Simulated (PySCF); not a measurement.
# Polarisability and C₆ of Ca⁺ (calcium, charge +1)

[Ar] 4s1, 2S determinant. Calculation: PySCF 2.14, in aug-cc-pwCVTZ-X2C; the spin-free X2C one-electron Hamiltonian (Gaussian nucleus). Coupled (time-dependent) response in atomic units; α is the mean over directions.

```csv
method,mean α (bohr³),C₆ (like pair),S(−4)
UHF,96.31,763.3,8881
PBE,79.30,576.2,6053
PBE0,84.51,630.7,6883
```

S(−4) is the Cauchy moment in α(ω) = α(0) + S(−4) ω² + …

α(iu) at PBE0:

```
u (hartree)  α(iu) (bohr³)
          0          84.51
     0.0500          70.32
      0.100          47.29
      0.200          21.84
      0.300          12.67
      0.500          6.628
      0.750          4.204
       1.00          3.066
       1.50          1.887
       2.00          1.274
       3.00         0.6877
       5.00         0.2974
```

For an ion, C₆ is the dispersion term alone; charge-induced terms of lower order in 1/R come first.
